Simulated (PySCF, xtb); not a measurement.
CH₆ClFSi₂, SMILES C[Si@@](F)([SiH3])Cl.

Harmonic wavenumbers (cm⁻¹) from GFN2-xTB (xtb) at its own minimum, in rising order: 21, 95, 98, 119, 165, 198, 211, 393, 456, 470, 525, 727, 766, 777, 790, 796, 824, 831, 1375, 1471, 1476, 2244, 2247, 2252, 3019, 3040, 3046.

Task: What does B3LYP-D3(BJ)/def2-SVP (PySCF) give at its own minimum? (An estimate is asked for; the answer gives what the named calculation found.)

Result: 105, 109, 131, 155, 194, 235, 245, 412, 508, 515, 555, 721, 785, 795, 878, 903, 939, 943, 1273, 1425, 1426, 2212, 2221, 2234, 3032, 3129, 3133. Paired by order, the mean absolute difference is 50 cm⁻¹ and the zero-point energies are 40.6 and 41.8 kcal/mol.
